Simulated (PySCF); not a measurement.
C4H12NSi, SMILES CN(C)[Si](C)C (connectivity only; charge and spin as stated), charge +1, multiplicity 1.

Geometry: B3LYP-D3(BJ)/def2-SVP. The multiplicity is an assumed one; other spin states were not compared. The isomer is the one that the SMILES or the coordinates give; other isomers of the formula were not compared. One conformer was computed; it need not be the lowest.

The numbers are results of PySCF with B3LYP-D3(BJ)/def2-SVP, not measurements.

Frequencies are harmonic and unscaled.

| mode | ν (cm⁻¹) | IR (km/mol) | moving atoms (share of kinetic energy) |
|---|---|---|---|
| 1 | 35 | 0.0 | H 95 % |
| 2 | 63 | 0.6 | H 97 % |
| 3 | 111 | 0.0 | C 62 %, H 38 % |
| 4 | 173 | 0.2 | H 64 %, Si 18 %, C 12 % |
| 5 | 180 | 0.0 | H 97 % |
| 6 | 183 | 1.8 | C 61 %, H 30 %, Si 8 % |
| 7 | 220 | 1.5 | H 59 %, Si 33 % |
| 8 | 226 | 1.4 | C 55 %, H 36 % |
| 9 | 348 | 5.9 | C 48 %, H 23 %, N 19 %, Si 10 % |
| 10 | 354 | 15.7 | N 60 %, H 30 % |
| 11 | 378 | 0.5 | C 49 %, H 35 %, Si 13 % |
| 12 | 597 | 1.2 | C 72 %, H 21 % |
| 13 | 699 | 0.0 | H 84 %, C 16 % |
| 14 | 735 | 1.0 | C 45 %, H 35 %, Si 20 % |
| 15 | 751 | 0.5 | H 63 %, C 30 % |
| 16 | 807 | 33.4 | H 72 %, C 19 %, Si 9 % |
| 17 | 841 | 76.2 | Si 43 %, H 29 %, C 28 % |
| 18 | 878 | 42.5 | H 53 %, C 28 %, Si 17 % |
| 19 | 1036 | 111.9 | H 44 %, C 24 %, N 21 %, Si 11 % |
| 20 | 1064 | 23.3 | H 59 %, C 28 %, N 13 % |
| 21 | 1098 | 0.0 | H 81 %, C 19 % |
| 22 | 1159 | 0.2 | H 69 %, C 20 %, N 11 % |
| 23 | 1185 | 55.0 | N 49 %, C 26 %, H 25 % |
| 24 | 1280 | 53.2 | H 79 %, C 20 % |
| 25 | 1284 | 6.1 | H 82 %, C 18 % |
| 26 | 1334 | 32.1 | N 42 %, H 35 %, C 20 % |
| 27 | 1404 | 1.4 | H 96 % |
| 28 | 1411 | 0.0 | H 96 % |
| 29 | 1415 | 6.3 | H 96 % |
| 30 | 1420 | 34.4 | H 96 % |
| 31 | 1434 | 0.0 | H 88 %, C 11 % |
| 32 | 1454 | 0.0 | H 97 % |
| 33 | 1465 | 2.1 | H 85 %, C 13 % |
| 34 | 1469 | 18.4 | H 97 % |
| 35 | 1473 | 16.2 | H 96 % |
| 36 | 1500 | 31.7 | H 92 % |
| 37 | 3033 | 20.5 | H 97 % |
| 38 | 3036 | 11.0 | H 97 % |
| 39 | 3039 | 7.7 | H 97 % |
| 40 | 3041 | 8.3 | H 97 % |
| 41 | 3121 | 0.2 | H 90 %, C 10 % |
| 42 | 3122 | 0.0 | H 91 %, C 9 % |
| 43 | 3124 | 18.2 | H 91 %, C 9 % |
| 44 | 3124 | 0.0 | H 90 %, C 10 % |
| 45 | 3145 | 4.5 | H 91 %, C 9 % |
| 46 | 3147 | 3.5 | H 91 %, C 9 % |
| 47 | 3163 | 2.3 | H 90 %, C 10 % |
| 48 | 3164 | 4.0 | H 90 %, C 10 % |
